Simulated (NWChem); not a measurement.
System: C₃H₉NSi; SMILES [SiH2](NC)C=C

Input file for NWChem:

```
start job
memory heap 200 mb stack 900 mb global 1100 mb
geometry units angstroms noautoz
  C      0.996610     2.159451     0.170949
  C     -0.279114     1.811661    -0.042803
  Si    -0.879942     0.037843    -0.077972
  N      0.485780    -1.012608    -0.283601
  C      0.514125    -2.417265     0.110577
  H      1.765748     1.411568     0.355012
  H      1.328010     3.197464     0.174287
  H     -1.004327     2.608688    -0.222737
  H     -1.940120    -0.043076    -1.135217
  H     -1.529184    -0.381808     1.196469
  H      1.104723    -0.811063    -1.061500
  H     -0.070937    -2.547737     1.026960
  H      1.540910    -2.737465     0.329443
  H      0.101372    -3.101850    -0.647479
end
basis spherical
  * library 6-31g*
end
dft
  xc pbe0
  iterations 150
end
tddft
  cis
  nroots 6
  notriplet
end
task tddft energy
```

NWChem printed, in part:

```
             Northwest Computational Chemistry Package (NWChem) 7.3.0
             --------------------------------------------------------

 C1  symmetry detected

                             Geometry "geometry" -> ""
                             -------------------------

 Output coordinates in angstroms (scale by  1.889725989 to convert to a.u.)

  No.       Tag          Charge          X              Y              Z
 ---- ---------------- ---------- -------------- -------------- --------------
    1 C                    6.0000     1.05336924     2.13481726     0.09393039
    2 C                    6.0000    -0.24056168     1.80885548    -0.02273671
    3 Si                  14.0000    -0.87529276     0.04698935     0.01733366
    4 N                    7.0000     0.45259648    -1.03376004    -0.26483313
    5 C                    6.0000     0.48268661    -2.43176708     0.15219435
    6 H                    1.0000     1.81957231     1.37504526     0.23697165
    7 H                    1.0000     1.40343959     3.16594322     0.05471178
    8 H                    1.0000    -0.96175009     2.61695197    -0.16566854
    9 H                    1.0000    -2.00915231    -0.03088125    -0.96072103
   10 H                    1.0000    -1.44015151    -0.33784947     1.34196783
   11 H                    1.0000     1.01841646    -0.85787105    -1.08808794
   12 H                    1.0000    -0.03819221    -2.53491620     1.10986016
   13 H                    1.0000     1.51627519    -2.76853016     0.30386200
   14 H                    1.0000     0.00450082    -3.12085690    -0.56206340

 Effective nuclear repulsion energy (a.u.)     222.1264717905

                                 NWChem DFT Module
                                 -----------------

 Summary of "ao basis" -> "ao basis" (spherical)
 ------------------------------------------------------------------------------
       Tag                 Description            Shells   Functions and Types
 ---------------- ------------------------------  ------  ---------------------
 C                           6-31g*                  6       14   3s2p1d
 Si                          6-31g*                  8       18   4s3p1d
 N                           6-31g*                  6       14   3s2p1d
 H                           6-31g*                  2        2   2s

            General Information
            -------------------
          SCF calculation type: DFT
          Wavefunction type:  closed shell.
          No. of atoms     :    14
          No. of electrons :    48
           Alpha electrons :    24
            Beta electrons :    24
          Charge           :     0
          Spin multiplicity:     1
          Use of symmetry is: off; symmetry adaption is: off
          Maximum number of iterations: 150
          AO basis - number of functions:    92
                     number of shells:    50
          Convergence on energy requested:  1.00D-06
          Convergence on density requested:  1.00D-05
          Convergence on gradient requested:  5.00D-04

              XC Information
              --------------
                         PBE0 Method XC Functional
                     Hartree-Fock (Exact) Exchange  0.250
          PerdewBurkeErnzerhof Exchange Functional  0.750
            Perdew 1991 LDA Correlation Functional  1.000 local
           PerdewBurkeErnz. Correlation Functional  1.000 non-local

             Grid Information
             ----------------
          Grid used for XC integration:  medium
          Radial quadrature: Mura-Knowles
          Angular quadrature: Lebedev.
          Tag              B.-S. Rad. Rad. Pts. Rad. Cut. Ang. Pts.
          ---              ---------- --------- --------- ---------
          C                   0.70       49          13.0       434
          Si                  1.10       88          10.0       590
          N                   0.65       49          11.0       434
          H                   0.35       45          13.0       434
          Grid pruning is: on
          Number of quadrature shells:   689
          Spatial weights used:  Erf1

      Superposition of Atomic Density Guess
      -------------------------------------

 Sum of atomic energies:        -460.57590106

      Non-variational initial energy
      ------------------------------

 Total energy =    -463.410282
 1-e energy   =   -1071.246526
 2-e energy   =     385.709773
 HOMO         =      -0.285518
 LUMO         =      -0.004441

   convergence    iter        energy       DeltaE   RMS-Dens  Diis-err
 ---------------- ----- ----------------- --------- --------- ---------
 d= 0,ls=0.0,diis     1   -463.5548423543 -6.86D+02  7.68D-03  3.97D-01
 d= 0,ls=0.0,diis     2   -463.5783492702 -2.35D-02  4.40D-03  2.16D-01
 d= 0,ls=0.0,diis     3   -463.5972723281 -1.89D-02  1.51D-03  4.95D-02
 d= 0,ls=0.0,diis     4   -463.6025685489 -5.30D-03  2.56D-04  6.18D-04
 d= 0,ls=0.0,diis     5   -463.6026454308 -7.69D-05  6.59D-05  6.21D-05
  Resetting Diis
 d= 0,ls=0.0,diis     6   -463.6026531337 -7.70D-06  2.05D-05  6.42D-06
 d= 0,ls=0.0,diis     7   -463.6026537799 -6.46D-07  2.04D-05  1.37D-06
 d= 0,ls=0.0,diis     8   -463.6026534111  3.69D-07  1.30D-05  4.12D-06
 d= 0,ls=0.0,diis     9   -463.6026539639 -5.53D-07  8.78D-07  1.22D-08

         Total DFT energy =     -463.602653963949
      One electron energy =    -1076.423160197124
           Coulomb energy =      437.850184709700
    Exchange-Corr. energy =      -47.156150267032
 Nuclear repulsion energy =      222.126471790507

 Numeric. integr. density =       48.000013059592

                       DFT Final Molecular Orbital Analysis
                       ------------------------------------

 Vector   22  Occ=2.000000D+00  E=-3.178650D-01
              MO Center= -1.1D-01,  1.2D+00,  2.7D-02, r^2= 3.6D+00
   Bfn.  Coefficient  Atom+Function         Bfn.  Coefficient  Atom+Function
  ----- ------------  ---------------      ----- ------------  ---------------
    18      0.360588   2 C  py               36     -0.311696   3 Si py
     4     -0.206439   1 C  py               78     -0.180286   7 H  s
    22      0.175802   2 C  py               80      0.171405   8 H  s
    77     -0.158453   7 H  s                35     -0.151370   3 Si px
    79      0.151461   8 H  s                76      0.142459   6 H  s

 Vector   23  Occ=2.000000D+00  E=-2.773991D-01
              MO Center=  2.2D-01,  1.7D+00,  8.4D-02, r^2= 2.5D+00
   Bfn.  Coefficient  Atom+Function         Bfn.  Coefficient  Atom+Function
  ----- ------------  ---------------      ----- ------------  ---------------
     5      0.374124   1 C  pz               19      0.365906   2 C  pz
     9      0.273246   1 C  pz               23      0.260566   2 C  pz
    84     -0.184947  10 H  s                82      0.119804   9 H  s
    83     -0.102253  10 H  s                37     -0.092029   3 Si pz
    81      0.070996   9 H  s                49     -0.052336   4 N  px

 Vector   24  Occ=2.000000D+00  E=-2.376364D-01
              MO Center=  2.1D-01, -1.1D+00, -2.4D-01, r^2= 2.4D+00
   Bfn.  Coefficient  Atom+Function         Bfn.  Coefficient  Atom+Function
  ----- ------------  ---------------      ----- ------------  ---------------
    51      0.353378   4 N  pz               49      0.338140   4 N  px
    55      0.314061   4 N  pz               53      0.302314   4 N  px
    82      0.243740   9 H  s                92      0.187863  14 H  s
    50      0.175846   4 N  py               54      0.167174   4 N  py
    20     -0.135057   2 C  s                91      0.135523  14 H  s

[...]

                                NWChem TDDFT Module
                                -------------------

            General Information
            -------------------
           No. of orbitals :     184
            Alpha orbitals :      92
             Beta orbitals :      92
        Alpha frozen cores :       0
         Beta frozen cores :       0
     Alpha frozen virtuals :       0
      Beta frozen virtuals :       0
         Spin multiplicity :       1
    Number of AO functions :      92
        Use of symmetry is : off
      Symmetry adaption is : off
         Schwarz screening :  0.10D-07

              XC Information
              --------------
                  PBE0 Method XC Functional
              Hartree-Fock (Exact) Exchange   0.25
   PerdewBurkeErnzerhof Exchange Functional   0.75
     Perdew 1991 LDA Correlation Functional   1.00 local
    PerdewBurkeErnz. Correlation Functional   1.00 non-local

             TDDFT Information
             -----------------
          Calculation type : Tamm-Dancoff TDDFT
         Wavefunction type : Restricted singlets
          No. of electrons :      48
           Alpha electrons :      24
            Beta electrons :      24
              No. of roots :       6
          Max subspacesize :    5200
            Max iterations :     100
               Target root :       1
           Target symmetry : none
      Symmetry restriction : off
                 Algorithm : Optimal
        Davidson threshold :  0.10D-03

    6 smallest eigenvalue differences (eV)
--------------------------------------------------------
  No. Spin  Occ  Vir  Irrep   E(Occ)    E(Vir)   E(Diff)
--------------------------------------------------------
    1    1   24   25 a        -0.238     0.000     6.478
    2    1   23   25 a        -0.277     0.000     7.560
    3    1   24   26 a        -0.238     0.058     8.038
    4    1   22   25 a        -0.318     0.000     8.661
    5    1   24   27 a        -0.238     0.084     8.754
    6    1   23   26 a        -0.277     0.058     9.120
--------------------------------------------------------

  Entering Davidson iterations
  Restricted singlet excited states

  Iter   NTrls   NConv    DeltaV     DeltaE      Time
  ----  ------  ------  ---------  ---------  ---------
    1      6       0     0.23E+00   0.10+100        8.3
    2     12       0     0.86E-01   0.48E-01        9.0
    3     18       0     0.19E-01   0.98E-02        8.2
    4     24       0     0.76E-02   0.96E-03        8.1
    5     30       1     0.41E-02   0.18E-03        8.1
    6     35       4     0.19E-02   0.56E-04        7.4
    7     37       5     0.63E-03   0.77E-05        5.6
    8     38       5     0.18E-03   0.86E-06        4.3
    9     39       6     0.61E-04   0.64E-07        4.3
  ----  ------  ------  ---------  ---------  ---------
  Convergence criterion met

  Ground state a        -463.602653963949 a.u.

  ----------------------------------------------------------------------------
  Root   1 singlet a              0.196208262 a.u.                5.3391 eV
  ----------------------------------------------------------------------------
     Transition Moments    X -0.26366   Y  0.07462   Z -0.04437
     Dipole Oscillator Strength                    0.0100788953
     Electric Quadrupole                           0.0000000268
     Magnetic Dipole                               0.0000000713
     Total Oscillator Strength                     0.0100789933

     Occ.   24  a   ---  Virt.   25  a        0.99419
     Occ.   24  a   ---  Virt.   27  a       -0.05282
  ----------------------------------------------------------------------------
  Root   2 singlet a              0.239898766 a.u.                6.5280 eV
  ----------------------------------------------------------------------------
     Transition Moments    X  0.09517   Y -0.11776   Z  0.07116
     Dipole Oscillator Strength                    0.0044761761
     Electric Quadrupole                           0.0000000158
     Magnetic Dipole                               0.0000009694
     Total Oscillator Strength                     0.0044771613

     Occ.   22  a   ---  Virt.   25  a        0.07606
     Occ.   24  a   ---  Virt.   26  a        0.98833
     Occ.   24  a   ---  Virt.   27  a        0.05546
     Occ.   24  a   ---  Virt.   29  a        0.05153
  ----------------------------------------------------------------------------
  Root   3 singlet a              0.255886675 a.u.                6.9630 eV
  ----------------------------------------------------------------------------
     Transition Moments    X -0.00411   Y -0.05377   Z -0.14589
     Dipole Oscillator Strength                    0.0041268231
     Electric Quadrupole                           0.0000000366
     Magnetic Dipole                               0.0000014408
     Total Oscillator Strength                     0.0041283005

     Occ.   19  a   ---  Virt.   25  a        0.06500
     Occ.   22  a   ---  Virt.   25  a        0.98116
     Occ.   22  a   ---  Virt.   26  a        0.05011
     Occ.   23  a   ---  Virt.   27  a       -0.05854
     Occ.   24  a   ---  Virt.   26  a       -0.07825
     Occ.   24  a   ---  Virt.   27  a        0.05064
  ----------------------------------------------------------------------------
  Root   4 singlet a              0.271474093 a.u.                7.3872 eV
  ----------------------------------------------------------------------------
     Transition Moments    X -0.01581   Y -0.28527   Z -0.12720
     Dipole Oscillator Strength                    0.0177018701
     Electric Quadrupole                           0.0000000947
     Magnetic Dipole                               0.0000005471
     Total Oscillator Strength                     0.0177025119

     Occ.   22  a   ---  Virt.   25  a        0.05301
     Occ.   23  a   ---  Virt.   26  a        0.08643
     Occ.   24  a   ---  Virt.   25  a       -0.05132
     Occ.   24  a   ---  Virt.   27  a       -0.97960
     Occ.   24  a   ---  Virt.   28  a       -0.06042
     Occ.   24  a   ---  Virt.   30  a        0.06978
  ----------------------------------------------------------------------------
  Root   5 singlet a              0.274249525 a.u.                7.4627 eV
  ----------------------------------------------------------------------------
     Transition Moments    X -0.85681   Y -0.78178   Z  0.01452
     Dipole Oscillator Strength                    0.2460040504
     Electric Quadrupole                           0.0000012883
     Magnetic Dipole                               0.0000011989
     Total Oscillator Strength                     0.2460065377

     Occ.   21  a   ---  Virt.   25  a       -0.22023
     Occ.   22  a   ---  Virt.   26  a       -0.07390
     Occ.   23  a   ---  Virt.   25  a        0.77884
     Occ.   23  a   ---  Virt.   26  a       -0.52729
     Occ.   23  a   ---  Virt.   27  a       -0.13321
     Occ.   24  a   ---  Virt.   27  a       -0.09258
  ----------------------------------------------------------------------------
  Root   6 singlet a              0.297553785 a.u.                8.0969 eV
  ----------------------------------------------------------------------------
     Transition Moments    X  0.66760   Y  0.42461   Z -0.05562
     Dipole Oscillator Strength                    0.1247882855
     Electric Quadrupole                           0.0000006051
     Magnetic Dipole                               0.0000008680
     Total Oscillator Strength                     0.1247897587

     Occ.   19  a   ---  Virt.   25  a        0.09265
     Occ.   20  a   ---  Virt.   25  a        0.05869
     Occ.   21  a   ---  Virt.   25  a        0.48120
     Occ.   22  a   ---  Virt.   26  a        0.10289
     Occ.   23  a   ---  Virt.   25  a       -0.34230
     Occ.   23  a   ---  Virt.   26  a       -0.76930
     Occ.   23  a   ---  Virt.   27  a        0.06049
     Occ.   23  a   ---  Virt.   28  a        0.05590
     Occ.   24  a   ---  Virt.   30  a        0.06143

              Target root =      1
          Target symmetry = none
      Ground state energy =   -463.602653963949
        Excitation energy =      0.196208262124
     Excited state energy =   -463.406445701825

  stored tddft:energy   -463.40644570182496
```

Level: PBE0/6-31G* (spherical d), TDA. The geometry was optimised at B3LYP/6-31G* (spherical d).
